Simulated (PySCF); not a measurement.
Lowest singlet excitation (eV) of eight silicon and germanium compounds: TDDFT-PBE beside TDDFT-CAM-B3LYP, computed with PySCF for isolated molecules in the bases named; differences from unrounded values. The eight are the first of their class met in an unordered collection, after screening for sound electronic states; none was chosen by its value. Each molecule has one DFT geometry for both levels.

| molecule | basis | TDDFT-CAM-B3LYP | TDDFT-PBE | difference |
|---|---|---|---|---|
| C3H7NSi, SMILES C1N(CC=1)[SiH3] | def2-SVPD | 5.49 | 4.54 | -0.95 |
| C2H3ClF2Si, SMILES F/C=C(/F)[SiH2]Cl | def2-SVPD | 6.35 | 5.46 | -0.89 |
| C₃H₅NOSi, SMILES N1[Si@@H](C=CC=1)O | def2-SVPD | 3.63 | 2.99 | -0.64 |
| Si(H)2(OH)(OSiH3) (H₆O₂Si₂), SMILES O([SiH3])[SiH2]O | def2-SVPD | 7.56 | 6.48 | -1.08 |
| C3H4ClFSi, SMILES Cl[Si@@H](C#C)CF | def2-SVPD | 5.64 | 5.24 | -0.40 |
| ClH₆NSi₃, SMILES Cl[SiH]1[SiH2]N[SiH2]1 | def2-SVPD | 5.13 | 4.63 | -0.50 |
| CH4Cl2OSi2, SMILES Cl[Si]1(Cl)CO[SiH2]1 | def2-SVPD | 6.05 | 5.27 | -0.77 |
| C3H7FOSi, SMILES [Si@H](C)(F)C(=O)C | def2-SVPD | 3.53 | 3.34 | -0.19 |

TDDFT-PBE lies below TDDFT-CAM-B3LYP in 8 and above it in 0 of the eight; the mean signed difference is -0.68 and the largest -1.08 eV.
